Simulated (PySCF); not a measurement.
Bonds (- single, = double, # triple, : aromatic): C1=C2, C2-C3, C3-C4, C4-P5, P5-P6, P5-B7, B7-C8, C8#N9, P5-C3. C1 carries H10, H11; C2 carries H12; C3 carries H13; C4 carries H14, H15; P6 carries H16, H17; B7 carries H18, H19. Formal charges: P5 +1, B7 -1. Stereochemistry as in C=C[C@@H]1C[P@+]1(P)[BH2-]C#N. H15 is cis to C2 on the ring; H11 is cis to C3; H19 is pro-R; H18 is pro-S; H14 is trans to C2 on the ring; H10 is trans to C3.

Calculated, not measured (PySCF 2.14): coordinates at the PBE0-D3(BJ)/def2-SVP level, PBE0/pcSseg-1 with gauge-including orbitals. Non-relativistic Hamiltonian, fast rotation and ring inversion assumed for equivalent nuclei, one conformer, gas phase.

Shifts are taken against calculated references (same method and geometry level): $^{13}$C (σ = 184.41 ppm), $^{1}$H (σ = 31.27 ppm) vs TMS; $^{31}$P (σ = 310.13 ppm) against H3PO4; $^{11}$B (σ = 100.73 ppm) vs BF3·OEt2; $^{15}$N (σ = 265.67 ppm) vs NH3.

| atoms | nucleus | count | Hirshfeld charge | δ (ppm) |
| --- | --- | --- | --- | --- |
| C2 | $^{13}$C | 1 | -0.04 | ? |
| H11 | $^{1}$H | 1 | 0.05 | ? |
| C8 | $^{13}$C | 1 | -0.01 | 132.2 |
| H16/H17 | $^{1}$H | 2 | 0.01 | 3.71 |
| H18 | $^{1}$H | 1 | -0.06 | 2.15 |
| B7 | $^{11}$B | 1 | -0.07 | -41.8 |
| H10 | $^{1}$H | 1 | 0.06 | ? |
| H19 | $^{1}$H | 1 | -0.06 | 1.52 |
| H15 | $^{1}$H | 1 | 0.07 | 1.40 |
| N9 | $^{15}$N | 1 | -0.26 | 341.7 |
| P6 | $^{31}$P | 1 | 0.09 | -213.7 |
| C4 | $^{13}$C | 1 | -0.10 | 15.5 |
| P5 | $^{31}$P | 1 | 0.28 | ? |
| H12 | $^{1}$H | 1 | 0.05 | 5.60 |
| C1 | $^{13}$C | 1 | -0.09 | ? |
| H14 | $^{1}$H | 1 | 0.06 | ? |
| C3 | $^{13}$C | 1 | -0.05 | 31.5 |
| H13 | $^{1}$H | 1 | 0.06 | 2.18 |

Problem. Complete the table.

Solution. 
- C2: 141.1 ppm, alkene CH; as expected for a trigonal carbon in a double bond
- C1: 128.7 ppm, terminal =CH2 carbon; as expected for a trigonal carbon in a double bond
- H11: 5.83 ppm, hydrogen on a terminal =CH2 carbon; attached to an sp2 carbon and in the plane of the double bond
- H10: 5.76 ppm, hydrogen on a terminal =CH2 carbon; a vinylic proton, deshielded by the sp2 carbon and the C=C anisotropy
- H14: 1.79 ppm, hydrogen on a three-membered-ring carbon
- P5: -183.9 ppm, phosphorus bonded to 2 C, B, P, in a 3-membered ring

Hydrogens on boron are broadened and split by $^{11}$B (spin 3/2, 80 %) and 10B (spin 3). A carbon bonded to boron is broadened by the quadrupolar boron nucleus and is often missing from a measured spectrum. Shifts are as computed. Against solution values, carbons near 30 ppm lie about +2 ppm off and those near 130 ppm about +5 ppm (rms about the fit 1.9 ppm; single classes can miss by 10 ppm). Of 1328 compounds with measured shifts, 309 miss one by over three times the rms of a fit or turn the order of signals round; such compounds aren't used in these exercises. Signals without a measured value on file couldn't be tested in this way; 1H shifts scatter by 0.2 ppm about their fit, and single ones miss by 0.5 ppm. Experimental scales use liquid or dissolved standards, which lie at an offset from isolated NH3 (liquid NH3: subtract about 20 ppm) and H3PO4. Unscaled 15N shifts of sp2 nitrogen often come out too high even then, by a few to some tens of ppm.
